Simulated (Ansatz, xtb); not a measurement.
# C4H3ClN2O: 3 structures ranked

3 gas-phase structures of C4H3ClN2O, from a drawn sample of its isomers (lower ones may exist). Each was relaxed with GFN2-xTB; where two conformers were screened, the lower at r2SCAN-D4/def2-SVP is listed:

A. `O=Cn1ccnc1Cl`, a singlet
B. `C=Cc1nnc(Cl)o1`, a singlet
C. `O=Cc1n[nH]cc1Cl`, a singlet

Task: Make a reasoned guess at their ranking by r2SCAN-D4/def2-SVP single-point energy.

Result: Calculated order at r2SCAN-D4/def2-SVP: A (0.0), C (14.5), B (33.6) kcal/mol.

Energies above the lowest of each column, in kcal/mol; the last columns are at B3LYP-D3(BJ)/def2-SVP geometries:

```
structure  GFN2-xTB  HF/STO-3G  r2SCAN-D4/def2-SVP  B3LYP-D3(BJ)/def2-SVP  CCSD(T)/def2-SVP + ΔMP2/def2-TZVPP
        A       0.0        0.0                 0.0                    0.0                                 0.0
        C      22.1       11.5                14.5                   15.2                                14.7
        B      24.3       14.3                33.6                   33.7                                28.1
```

Every level run on A puts it lowest or level with the lowest. Flexible structures stand in one conformer each, not always the lowest. The ΔMP2 step shifts differences by up to 4.5 kcal/mol, which makes them less sure. ΔMP2 is the change of the MP2 energy from the smaller to the larger basis.

Programs: Ansatz 0.2.0, xtb 6.7.1.
